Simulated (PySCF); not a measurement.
Br2Ge, triplet, at a GFN2-xTB geometry (the spin is typed, not shown lowest), with bond 3-1 at 1.6 times its length; PySCF with TPSS/6-31G.

The PySCF input:
```python
from pyscf import gto, scf, dft

mol = gto.M(
    atom='''
Ge    0.016626    0.006261    1.003533
Br    1.087272   -1.650406   -0.466619
Br   -1.773933    2.627735   -1.323555
''',
    basis='6-31g',
    charge=0,
    spin=2,
    verbose=4,
)

mf = dft.UKS(mol)
mf.xc = 'tpss'
mf.conv_tol = 1e-11
mf.kernel()
mf.analyze()
```

**Question.** Write the output that PySCF gives for this input, abridged.

**Answer.** 
```
PySCF version 2.14.0

[INPUT] verbose = 4
[INPUT] num. atoms = 3
[INPUT] num. electrons = 102
[INPUT] charge = 0
[INPUT] spin (= nelec alpha-beta = 2S) = 2
[INPUT] symmetry False subgroup None
[INPUT] Mole.unit = angstrom
[INPUT] Symbol           X                Y                Z      unit          X                Y                Z       unit  Magmom
[...]
nuclear repulsion = 515.727985059895
number of shells = 33
number of NR pGTOs = 270
number of NR cGTOs = 81
basis = 6-31g
ecp = {}

******** <class 'pyscf.dft.uks.UKS'> ********
method = UKS
initial guess = minao
damping factor = 0
level_shift factor = 0
DIIS = <class 'pyscf.scf.diis.CDIIS'>
diis_start_cycle = 1
diis_space = 8
diis_damp = 0
SCF conv_tol = 1e-11
SCF conv_tol_grad = None
SCF max_cycles = 50
direct_scf = True
direct_scf_tol = 1e-13
number electrons alpha = 52  beta = 50
XC library pyscf.dft.libxc version 7.1.2
    S. Lehtola, C. Steigemann, M. J. T. Oliveira, and M. A. L. Marques,  SoftwareX 7, 1–5 (2018)
XC functionals = tpss
    J. Tao, J. P. Perdew, V. N. Staroverov, and G. E. Scuseria,  Phys. Rev. Lett. 91, 146401 (2003)
    J. P. Perdew, J. Tao, V. N. Staroverov, and G. E. Scuseria,  J. Chem. Phys. 120, 6898 (2004)
    J. Tao, J. P. Perdew, V. N. Staroverov, and G. E. Scuseria,  Phys. Rev. Lett. 91, 146401 (2003)
    J. P. Perdew, J. Tao, V. N. Staroverov, and G. E. Scuseria,  J. Chem. Phys. 120, 6898 (2004)
radial grids:
    Treutler-Ahlrichs [JCP 102, 346 (1995); DOI:10.1063/1.469408] (M4) radial grids

becke partition: Becke, JCP 88, 2547 (1988); DOI:10.1063/1.454033
pruning grids: <function nwchem_prune>
grids dens level: 3
symmetrized grids: False
atomic radii adjust function: <function treutler_atomic_radii_adjust>
small_rho_cutoff = 0
Set gradient conv threshold to 3.16228e-06
tot grids = 61488
init E= -7221.12390491079

cycle= 1 E= -7223.82822248658  delta_E= -2.7  |g|= 0.289  |ddm|=  1.4
cycle= 2 E= -7219.38594189104  delta_E= 4.44  |g|= 1.19  |ddm|= 3.34

cycle= 3 E= -7223.60640871068  delta_E= -4.22  |g|= 0.45  |ddm|=  3.4

cycle= 4 E= -7223.89755726115  delta_E= -0.291  |g|= 0.181  |ddm|= 1.36

cycle= 5 E= -7223.92013693999  delta_E= -0.0226  |g|= 0.0893  |ddm|= 0.494

cycle= 6 E= -7223.92433393692  delta_E= -0.0042  |g|= 0.0655  |ddm|= 0.125

cycle= 7 E= -7223.92820756948  delta_E= -0.00387  |g|= 0.0348  |ddm|= 0.15

cycle= 8 E= -7223.68605625951  delta_E= 0.242  |g|= 0.329  |ddm|= 1.21

cycle= 9 E= -7223.68662382761  delta_E= -0.000568  |g|= 0.329  |ddm|= 0.00257

[...]
SCF not converged.
Total Energy =                       -7223.928782867165864
[...]
spin_pop of  1 Br 3s        0.00001
spin_pop of  1 Br 4s        0.00082
spin_pop of  1 Br 5s        0.00018
spin_pop of  1 Br 2px       0.00000
spin_pop of  1 Br 2py       0.00000
spin_pop of  1 Br 2pz      -0.00000
spin_pop of  1 Br 3px       0.00004
spin_pop of  1 Br 3py       0.00000
spin_pop of  1 Br 3pz      -0.00000
spin_pop of  1 Br 4px       0.13964
spin_pop of  1 Br 4py       0.01437
spin_pop of  1 Br 4pz      -0.01497
spin_pop of  1 Br 5px       0.00048
spin_pop of  1 Br 5py       0.00026
spin_pop of  1 Br 5pz       0.00002
spin_pop of  1 Br 3dxy      0.00000
spin_pop of  1 Br 3dyz      0.00000
spin_pop of  1 Br 3dz^2     0.00000
spin_pop of  1 Br 3dxz      0.00000
spin_pop of  1 Br 3dx2-y2    0.00000
spin_pop of  1 Br 4dxy      0.00000
spin_pop of  1 Br 4dyz      0.00000
spin_pop of  1 Br 4dz^2     0.00000
spin_pop of  1 Br 4dxz      0.00000
spin_pop of  1 Br 4dx2-y2    0.00001
spin_pop of  2 Br 1s        0.00000
spin_pop of  2 Br 2s       -0.00000
spin_pop of  2 Br 3s       -0.00003
spin_pop of  2 Br 4s        0.00010
spin_pop of  2 Br 5s       -0.00002
spin_pop of  2 Br 2px       0.00000
spin_pop of  2 Br 2py       0.00000
spin_pop of  2 Br 2pz       0.00000
spin_pop of  2 Br 3px       0.00001
spin_pop of  2 Br 3py       0.00004
spin_pop of  2 Br 3pz       0.00019
spin_pop of  2 Br 4px       0.02660
spin_pop of  2 Br 4py       0.14622
spin_pop of  2 Br 4pz       0.69807
spin_pop of  2 Br 5px      -0.00001
spin_pop of  2 Br 5py       0.00006
spin_pop of  2 Br 5pz       0.00042
spin_pop of  2 Br 3dxy      0.00000
spin_pop of  2 Br 3dyz      0.00000
spin_pop of  2 Br 3dz^2     0.00000
spin_pop of  2 Br 3dxz      0.00000
spin_pop of  2 Br 3dx2-y2    0.00000
spin_pop of  2 Br 4dxy     -0.00000
spin_pop of  2 Br 4dyz      0.00000
spin_pop of  2 Br 4dz^2     0.00001
spin_pop of  2 Br 4dxz     -0.00000
spin_pop of  2 Br 4dx2-y2   -0.00000
 ** Mulliken Spin Density (per atom)  **
spin density of  0 Ge =      0.98747
spin density of  1 Br =      0.14087
spin density of  2 Br =      0.87167
 ** Mulliken pop alpha/beta on meta-lowdin orthogonal AOs **
 ** Mulliken pop       alpha | beta **
In total            52.00000 | 50.00000
 ** Mulliken atomic charges   ( Nelec_alpha | Nelec_beta ) **
charge of  0Ge =      0.22029  (    16.38359     15.39612 )
charge of  1Br =     -0.12639  (    17.63363     17.49276 )
charge of  2Br =     -0.09390  (    17.98279     17.11112 )
Dipole moment(X, Y, Z, Debye):  0.19668, -0.14210,  1.92701
```

The run did not converge; its last values are not results.
